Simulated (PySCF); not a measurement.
# [Gd(BH4)2]+ relaxed at several levels

Computed with PySCF 2.14.0, def2-SVP on the ligands, density fitting, scalar-relativistic core potentials, no spin-orbit coupling, vacuum. Each row is relaxed at its own level from the same template. Distances are means of the shortest metal–ligand contacts, charges and spins Mulliken's; removal energies are rigid, with the ligand's formal charge and no counterpoise, so too large; for an anion taken off a cation in vacuum most of it is the attraction of opposite charges, and multiply charged cations can part far more cheaply with an electron moved from ligand to metal. lcecp potentials hold a fixed number of 4f electrons in the core, out of states, spins and gaps.

| level | basis on the metal | point group | M–BH4 (Å) | charge on M (e) | removal of one BH4 (eV) | unstable modes (below −25 cm⁻¹) |
| --- | --- | --- | --- | --- | --- | --- |
| PBE0 | lcecp-1-SVP with ECP53 | D3h | 2.229 | 1.17 | 13.50 | 2 |

Problem. What does the calculation give for B3LYP, lcecp-1-SVP with ECP53?

Solution. point group: D3h, M–BH4 (Å): 2.239, charge on M (e): 1.08, removal of one BH4 (eV): 13.44, unstable modes (below −25 cm⁻¹): 2.
```xyz
11

Gd    0.0000    0.0000    0.0000
B     0.0000    0.0000    2.4558
H     0.0000    0.0000    3.6503
H     1.1521    0.0021    1.9203
H    -0.5779    0.9967    1.9203
H    -0.5742   -0.9988    1.9203
B     0.0000    0.0000   -2.4558
H     0.0000    0.0000   -3.6503
H     1.1521   -0.0021   -1.9203
H    -0.5779   -0.9967   -1.9203
H    -0.5742    0.9988   -1.9203
```

Members with unstable modes aren't minima as they stand: saddle points kept by symmetry or, where the modes are soft, flat surfaces and noise. Moved off a saddle point of the template and relaxed again: B3LYP, PBE0. One start shape was tried for each, so a minimum needn't be the lowest isomer.
